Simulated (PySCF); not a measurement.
PySCF 2.14 output of an unrestricted TPSS calculation on a single atom or ion in cc-pVTZ-PP with ECP28MDF (5s5p4d2f1g, 63 functions), with a scalar-relativistic core potential:

```
SCF conv_tol = 1e-09
number electrons alpha = 6  beta = 4
    J. Tao, J. P. Perdew, V. N. Staroverov, and G. E. Scuseria.,  Phys. Rev. Lett. 91, 146401 (2003)
    J. P. Perdew, J. Tao, V. N. Staroverov, and G. E. Scuseria.,  J. Chem. Phys. 120, 6898 (2004)
    J. Tao, J. P. Perdew, V. N. Staroverov, and G. E. Scuseria.,  Phys. Rev. Lett. 91, 146401 (2003)
    J. P. Perdew, J. Tao, V. N. Staroverov, and G. E. Scuseria.,  J. Chem. Phys. 120, 6898 (2004)
cycle= 1 E= -54.9292327745106  delta_E= -0.00279  |g|= 0.0108  |ddm|= 0.0994
cycle= 2 E= -54.9292681413025  delta_E= -3.54e-05  |g|= 0.00358  |ddm|= 0.0396
cycle= 3 E= -54.9292725998562  delta_E= -4.46e-06  |g|= 0.000531  |ddm|= 0.0133
cycle= 4 E= -54.9292726957476  delta_E= -9.59e-08  |g|= 2.73e-06  |ddm|= 0.00166
cycle= 5 E= -54.9292726957503  delta_E= -2.68e-12  |g|= 8.87e-08  |ddm|= 1.01e-05
converged SCF energy = -54.9292726957503  <S^2> = 2.0013658  2S+1 = 3.0009104
```

The run itself started from symmetry-adapted Hartree-Fock orbitals and held the occupation by maximum overlap, on a logarithmic radial grid, so the iterations belong to that start.

Q: Which element, charge and spin multiplicity is this?

A: Nb³⁺ (niobium, charge +3), multiplicity 3; the state was [Kr] 4d2, high-spin 3F determinant.

Energies and moments cover only the electrons outside the core potential.
